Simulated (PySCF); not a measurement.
# NMR data sheet: C₅H₅NO

* Formula: C5H5NO
* SMILES: N#CC/C=C/C=O
* InChI: InChI=1S/C5H5NO/c6-4-2-1-3-5-7/h1,3,5H,2H2/b3-1+
* Point group of the computed structure: C1
* Degrees of unsaturation: 4
* Carbon signals: 5
* Proton signals: 4

Molfile (atoms numbered from 1):
```
C5H5NO
     RDKit          3D

 12 11  0  0  0  0  0  0  0  0999 V2000
   -2.9970   -0.7563   -1.4607 N   0  0  0  0  0  0  0  0  0  0  0  0
   -2.1858   -0.0528   -1.0727 C   0  0  0  0  0  0  0  0  0  0  0  0
   -1.1485    0.8239   -0.5783 C   0  0  0  0  0  0  0  0  0  0  0  0
    0.1210    0.0571   -0.3814 C   0  0  0  0  0  0  0  0  0  0  0  0
    0.7689   -0.0330    0.7781 C   0  0  0  0  0  0  0  0  0  0  0  0
    2.0153   -0.7842    0.9203 C   0  0  0  0  0  0  0  0  0  0  0  0
    2.6497   -0.8728    1.9388 O   0  0  0  0  0  0  0  0  0  0  0  0
   -0.9960    1.6122   -1.3240 H   0  0  0  0  0  0  0  0  0  0  0  0
   -1.4848    1.2790    0.3568 H   0  0  0  0  0  0  0  0  0  0  0  0
    0.5030   -0.4487   -1.2598 H   0  0  0  0  0  0  0  0  0  0  0  0
    0.4068    0.4569    1.6723 H   0  0  0  0  0  0  0  0  0  0  0  0
    2.3485   -1.2820   -0.0122 H   0  0  0  0  0  0  0  0  0  0  0  0
  1  2  3  0
  2  3  1  0
  3  4  1  0
  4  5  2  0
  5  6  1  0
  6  7  2  0
  3  8  1  0
  3  9  1  0
  4 10  1  0
  5 11  1  0
  6 12  1  0
M  END
```

PySCF 2.14 calculation with spin–spin couplings from B3LYP/pcJ-1 (spin–dipole term only in couplings to heteroatoms), GFN2-xTB structure and PBE0/pcSseg-1 with gauge-including orbitals; in vacuum, rapidly exchanging positions averaged, a single conformation, relativity neglected.

Scale: TMS for ¹H (31.72 ppm) and ¹³C (186.93 ppm); NH3 for ¹⁵N (267.73 ppm); ¹⁷O (336.08 ppm) vs H2O (reference shieldings calculated alike).

| carbon | δC, type | δH (multiplicity, J in Hz) | HMBC from (abs. J ≥ 3 Hz) | span of the C tensor (ppm) |
| --- | --- | --- | --- | --- |
| C2 | 119.3, C | – | H10, H8/H9 | 339 |
| C3 | 23.6, CH2 | 3.27 (dd, 8.6, 1.7) | H10, H11 | 25 |
| C4 | 153.2, CH | 6.59 (dt, 16.3, 8.6) | H8/H9 | 246 |
| C5 | 144.2, CH | 6.30 (ddt, 16.3, 7.8, 1.7) | H12, H8/H9 | 184 |
| C6 | 195.9, CH | 9.83 (d, 7.8) | H10 | 184 |

Other nuclei:
```json
{"atoms": "N1", "nucleus": "¹⁵N", "environment": "nitrile nitrogen", "δ (ppm)": "305.1", "σ (ppm)": "-37.3"}
{"atoms": "O7", "nucleus": "¹⁷O", "environment": "aldehyde oxygen", "δ (ppm)": "719.1", "σ (ppm)": "-383.0"}
```

Selected couplings (Hz, signed; the shortest-range and largest first, 30 at most; isotopes ¹³C, ¹H, ¹⁵N): ¹J(C6,H12) 174.4, ¹J(C4,H10) 166.8, ¹J(C5,H11) 163.9, ¹J(C3,H8) 141.6, ¹J(C4,C5) 77.0, ¹J(C2,C3) 67.5, ¹J(C5,C6) 57.7, ¹J(C3,C4) 43.8, ¹J(N1,C2) -21.2, ²J(C4,C6) 5.5, ²J(C2,C4) -5.4, ²J(N1,C3) 3.0, ²J(C3,C5) 2.1, ³J(H10,H11) 16.3, ³J(H8,H10) 8.6, ³J(C3,C6) 7.9, ³J(H11,H12) 7.8, ³J(C2,C5) 4.5, ³J(N1,H8) -1.5, ⁴J(H8,H11) -1.7, ⁴J(C2,C6) -1.3.

Carbon types of the structure: 1 × C, 3 × CH, 1 × CH2, which accounts for all hydrogens. δC 195.9: aldehyde carbonyl carbon; low-lying n→π* states of the double bond to the heteroatom give a large paramagnetic term (-257 ppm). δC 153.2: β carbon of a C=C–C=O unit; conjugation with the carbonyl draws π density from the β position. δC 144.2: α carbon of a C=C–C=O unit; an sp2 carbon of a C=C bond. δC 119.3: nitrile carbon; this is the usual window of a C≡N carbon, which has no attached hydrogen. δH 9.83: hydrogen on an aldehyde carbonyl carbon; deshielded by the polar, anisotropic C=O bond. The protons at 6.59 and 6.30 share a coupling of 16.3 Hz (vicinal, trans across C=C). The protons at 3.27 and 6.59 share a coupling of 8.6 Hz (vicinal). The protons at 6.30 and 9.83 share a coupling of 7.8 Hz (vicinal).

Splittings below 1 Hz are ignored in the labels, and close J values are merged. Unscaled 3J(H,H) at this level run about 10 % above measured values. Shifts are as computed. Against solution values, carbons near 30 ppm lie about +3 ppm off and those near 130 ppm about +5 ppm. Of 1211 compounds with measured shifts, 218 miss one by over three times the rms of a fit or turn the order of signals round; such compounds aren't used in these exercises. Couplings across =CH–CH2 type bonds come from one rotamer and its mirror image, and can be 1–2 Hz further off. Unscaled 17O shifts of doubly bonded oxygen tend to come out too high, by tens of ppm or more. Experimental scales use liquid or dissolved standards, which lie at an offset from isolated NH3 (liquid NH3: subtract about 20 ppm) and H2O (liquid H2O: subtract about 36 ppm). Unscaled 15N shifts of sp2 nitrogen come out 20 to 40 ppm too high even then.
